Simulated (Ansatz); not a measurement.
Born–Oppenheimer molecular dynamics of CH$_{2}$AlNSe (6 atoms, charge 0, multiplicity 1). It starts at the highest image of a converged band, a first-order saddle point between two minima.

Theory: Ansatz 0.2.0, UKS PBE/def2-SVP.

```yaml
ensemble: NVE (velocity Verlet)
time_step: 0.5 fs
steps_asked: 200
starting_velocities_drawn_for: 300 K
seed: 9379
```

First frame:

```xyz
6
Properties=species:S:1:pos:R:3
N 0.203 -0.042 -1.715
C 0.031 -0.130 -0.456
Al 0.116 1.017 1.241
Se -0.463 -1.571 0.650
H 0.476 0.917 -1.988
H -0.320 -0.256 2.221
```

(1) How far do the bonds stretch over the last three quarters of this one trajectory? (Pairs bonded in most of those frames.)

## Answers

(1) 
```json
{"bond": "N1–C2", "mean (Å)": "1.243", "spread (Å)": "0.033", "shortest": "1.19", "longest": "1.30"}
{"bond": "N1–H5", "mean (Å)": "1.032", "spread (Å)": "0.018", "shortest": "1.00", "longest": "1.07"}
{"bond": "C2–Al3", "mean (Å)": "2.040", "spread (Å)": "0.102", "shortest": "1.88", "longest": "2.24"}
{"bond": "C2–Se4", "mean (Å)": "2.268", "spread (Å)": "0.338", "shortest": "1.80", "longest": "2.91"}
{"bond": "Al3–Se4", "mean (Å)": "2.354", "spread (Å)": "0.246", "shortest": "2.03", "longest": "2.69"}
{"bond": "Al3–H6", "mean (Å)": "1.624", "spread (Å)": "0.029", "shortest": "1.58", "longest": "1.67"}
```

Mean temperature of the second half: 1560 K. The conserved energy stayed within 0.1 meV per atom of its start (net change 0.095 meV per atom), so the integration is sound. The kinetic energy rose, since the run started high on the potential surface and went downhill. A run of 0.1 ps of so small a system gives no equilibrium averages. The orbitals were unrestricted but ended closed-shell.

Time of the run: 4.2 min on 2 threads of Intel(R) Xeon(R) 6975P-C (Granite Rapids), on a shared host, peak memory 0.2 GiB.
